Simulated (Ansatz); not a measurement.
Z-matrix (Å, degrees):
```
C
Se 1 1.966
H 1 1.088 2 106.1
H 1 1.087 2 110.4 3 118.8
H 1 1.087 2 110.3 3 -118.8
Al 2 2.309 1 97.6 3 -179.6
Se 6 2.309 2 120.0 1 -0.1
Se 6 2.309 2 120.0 1 179.9
C 7 1.966 6 97.6 2 179.9
C 8 1.966 6 97.6 2 -0.1
H 9 1.087 7 110.3 6 61.5
H 9 1.087 7 110.4 6 -61.0
H 9 1.088 7 106.1 6 -179.7
H 10 1.088 8 106.1 6 -179.5
H 10 1.087 8 110.4 6 -60.8
H 10 1.087 8 110.3 6 61.7
```

The species carries charge 0 and has multiplicity 1.

(1) List the B3LYP/def2-TZVPP orbital energies in eV (Ansatz). (Estimate.)

Results:

(1) The calculation gave: Occupied: -12350.69, -12350.69, -12350.69, -1580.03, -1580.03, -1580.03, -1525.12, -1418.20, -1418.20, -1418.20, -1418.15, -1418.15, -1418.15, -1418.12, -1418.12, -1418.12, -277.63, -277.63, -277.63, -212.32, -212.32, -212.32, -156.40, -156.40, -156.40, -156.26, -156.26, -156.26, -156.16, -156.16, -156.16, -113.05, -73.72, -73.63, -73.63, -57.16, -57.16, -57.16, -57.13, -57.13, -57.13, -57.04, -57.04, -57.04, -56.93, -56.93, -56.93, -56.92, -56.92, -56.92, -20.64, -20.47, -20.47, -17.27, -17.05, -17.05, -12.17, -11.90, -11.90, -11.83, -11.79, -11.79, -10.27, -9.69, -9.69, -8.95, -7.53, -7.53, -7.05, -6.41, -6.41. Lowest empty: -0.77, -0.72, -0.58, -0.58, 0.57, 1.48, 1.83, 1.83.

B3LYP here is the variant with VWN-RPA as its local correlation; programs differ in this.
